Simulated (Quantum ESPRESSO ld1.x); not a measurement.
Q: Species: Se+. Configuration: [Ar] 3d10 4s2 4p2 4d1 (not the ground configuration). Calculated with ld1.x of Quantum ESPRESSO 7.5: scalar-relativistic Kohn-Sham, exchange-only LDA, spin-polarised, spherical densities, point nucleus; open shells are filled with parallel spins first. Some entries of the table are withheld. Estimate them.

| orbital | occ. | eigenvalue (eV) | <r> (bohr) |
|---|---|---|---|
| 1s up | 1 | -12496.179 | 0.04414 |
| 1s down | 1 | -12496.048 | 0.04414 |
| 2s up | 1 | -1617.482 | 0.1963 |
| 2s down | 1 | -1617.386 | 0.1963 |
| 2p up | 3 | -1425.707 | 0.1713 |
| 2p down | 3 | -1425.576 | 0.1713 |
| 3s up | 1 | -225.671 | 0.5755 |
| 3s down | 1 | -225.469 | 0.5751 |
| 3p up | 3 | -165.730 | 0.5907 |
| 3p down | 3 | -165.493 | 0.5901 |
| 3d up | 5 | -66.450 | 0.6319 |
| 3d down | 5 | -66.094 | 0.6280 |
| 4s up | 1 | -30.013 | 1.718 |
| 4s down | 1 | -27.197 | 1.697 |
| 4p up | 2 | -18.226 | 2.054 |
| 4p down | 0 | -15.149 | 2.040 |
| 5s up | 0 | -6.564 | 4.615 |
| 4d up | 1 | -5.042 | 3.797 |
| 5s down | 0 | -4.333 | 5.142 |
| 5p up | 0 | -4.279 | (1) |
| 5p down | 0 | -2.628 | (2) |
| 4d down | 0 | -2.450 | 4.992 |

A: 
(1) 5p up <r> (bohr): 5.780
(2) 5p down <r> (bohr): 7.138
